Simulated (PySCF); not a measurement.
wavenumber (cm⁻¹), absorption (km/mol per cm⁻¹) and a bar:
```
        0      0.008 
       21      0.009 
       42      0.012 
       63      0.015 
       83      0.021 
      104      0.034 
      125      0.067 #
      146      0.200 ##
      167      0.226 ##
      188      0.103 #
      208      0.105 #
      229      0.190 ##
      250      0.554 #####
      271      1.278 ###########
      292      0.403 ###
      313      0.147 #
      334      0.074 #
      354      0.044 
      375      0.030 
      396      0.022 
      417      0.017 
      438      0.014 
      459      0.012 
      480      0.010 
      500      0.009 
      521      0.008 
      542      0.008 
      563      0.007 
      584      0.007 
      605      0.007 
      625      0.007 
      646      0.007 
      667      0.007 
      688      0.008 
      709      0.008 
      730      0.009 
      751      0.010 
      771      0.011 
      792      0.013 
      813      0.014 
      834      0.017 
      855      0.020 
      876      0.024 
      896      0.031 
      917      0.040 
      938      0.053 
      959      0.076 #
      980      0.117 #
     1001      0.204 ##
     1022      0.431 ####
     1042      1.279 ###########
     1063      3.428 ##############################
     1084      1.170 ##########
     1105      0.405 ###
     1126      0.195 ##
     1147      0.113 #
     1168      0.074 #
     1188      0.052 
     1209      0.038 
     1230      0.030
```

This is the computed harmonic infrared spectrum of singlet BrZrN, Lorentzian lines of 31 cm⁻¹ full width. Method: PySCF, PBE0, basis Zr def2-TZVP with ECP28, N def2-TZVP, Br def2-TZVP (scalar-relativistic core potentials, no spin–orbit coupling, density fitting).

Q: Which bands make it up, and how are they assigned?

A: In Cs symmetry, counting bands above 1 % of the strongest: 157 cm⁻¹ (a', bend, 13 km/mol); 268 cm⁻¹ (a', mixed, 64 km/mol); 1063 cm⁻¹ (a', stretch, 167 km/mol).

Only a few start shapes were tried, so a lower isomer may exist.
